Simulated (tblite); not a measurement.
C6H8FP3.
Cartesian coordinates in Å at the GFN2-xTB level; atoms count from 1:
```
atom  x, y, z in Å
C1     2.862   -0.463   -0.495
C2     2.161    0.053    0.760
C3     0.736    0.443    0.434
P4    -0.370   -0.904    0.476
C5    -1.942   -0.325    0.000
C6    -3.008   -1.397    0.018
P7    -2.537    1.245   -0.466
C8    -1.134    2.265   -0.377
F9    -1.447    3.553   -0.723
P10    0.552    2.122    0.022
H11    3.888   -0.743   -0.271
H12    2.337   -1.335   -0.885
H13    2.868    0.307   -1.265
H14    2.172   -0.730    1.523
H15    2.707    0.917    1.147
H16   -3.668   -1.310   -0.845
H17   -2.562   -2.391    0.021
H18   -3.624   -1.303    0.913
```

Computed values, GFN2-xTB/tblite, gas phase, harmonic and unscaled. This tight-binding method is rough: wavenumbers can miss measured ones by several per cent, in bad cases by 10 to 20. One conformer, not necessarily the lowest. The optimisation stopped once no atom felt more than 0.01 eV/Å.

Lowest wavenumbers of the output (negative numbers stand for imaginary wavenumbers):
```
mode    cm-1
  1     -26.6
  2      41.4
  3      66.3
  4      84.5
  5     119.9
  6     197.8
  7     213.2
  8     247.1
  9     266.0
 10     299.2
 11     308.5
 12     352.0
 13     369.2
 14     391.6
 15     436.3
```

Q: Is this structure a minimum?

A: Not by this Hessian. 1 mode is imaginary beyond 20i (27i cm⁻¹), so at this level the point lies at or near a first-order saddle. The curvature is small, so loose convergence or finite differences may be the whole cause.

Q: Which atoms move in the imaginary mode?

A: 27i: H16 (methyl hydrogen) 36 %, H18 (methyl hydrogen) 34 %, H17 (methyl hydrogen) 26 %. These are shares of the mass-weighted motion.

Q: What is the remedy?

A: Step along that mode in both directions, optimise again with tighter thresholds and repeat the frequencies. The zero-point energy of this point (78.4 kcal/mol) counts the 47 real modes alone, and thermal corrections from it aren't those of a minimum.
